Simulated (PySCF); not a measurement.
# Badger's rule along the fourth-period p block: bonds to Tl

r²SCAN in PySCF with def2-SVP on every atom (core potentials on Tl), for the lowest determinant that a PBE0 search found; no spin–orbit coupling. Badger's rule says that Re = d + c·k^(−1/3) for bonds between atoms of fixed rows.

```tsv
molecule	state (unpaired electrons)	Re (Å)	k (mdyn/Å)
TlBr	singlet (closed shell)	2.670	1.28
TlGe	quartet (σ ↑, π ↑↑)	2.723	?
TlSe	doublet (π ↑)	2.734	?
TlAs	triplet (π ↑↑)	2.828	?
TlGa	triplet (σ ↑, π ↑)	2.911	0.461
```

**Question.** Fix c and d from TlBr and TlGa.

**Answer.** c = (2.911 − 2.67)/(0.461^(−1/3) − 1.28^(−1/3)) = 0.645, d = 2.67 − c·1.28^(−1/3) = 2.076 Å.

**Question.** Predict k of the others and set the computed values beside them.

**Answer.** 

```tsv
molecule	k by the rule	k computed	difference (%)
TlGe	0.991	0.782	27
TlSe	0.942	1.06	-11
TlAs	0.631	0.801	-21
```

The rule misses by 20 % on average; it knows nothing of spin state or of how ionic a bond is, and both change along this series.

Spin–orbit coupling is left out, which matters for elements this heavy, above all for dissociation energies. States were picked by a PBE0 search and need not be the measured ground states.
